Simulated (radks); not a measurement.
Values are calculated unless marked as measured or tabulated.
Initial-state core-level shifts of the dysprosium ion Dy3+ when its valence configuration changes from [Xe] 4f9. Code: a radial shooting solver on a logarithmic mesh with Libxc functionals. Model: scalar-relativistic Kohn-Sham, PBEsol, spin-unpolarised, spherical densities, point nucleus. Shifts are changes of the shell-averaged eigenvalues in eV (positive: less bound).

valence	2p	3d	4s	4d
4f8 5d1	-8.396	-9.445	-8.912	-8.357
4f8 6s1	-11.807	-12.783	-12.202	-11.663
4f8 6p1	-13.016	-13.992	-13.414	-12.874
4f8 5d0.5 6s0.5	-10.082	-11.096	-10.541	-9.994
4f7 6s2	-24.986	-27.115	-25.619	-24.409
4f8.5 5d0.5	-4.081	-4.582	-4.348	-4.085
4f7.5 5d0.5 6s1	-16.432	-18.004	-17.045	-16.181
4f7 5d1 6s1	-21.254	-23.468	-22.055	-20.840
4f5.5 5d2.5 6s1	-36.797	-41.192	-37.936	-35.522
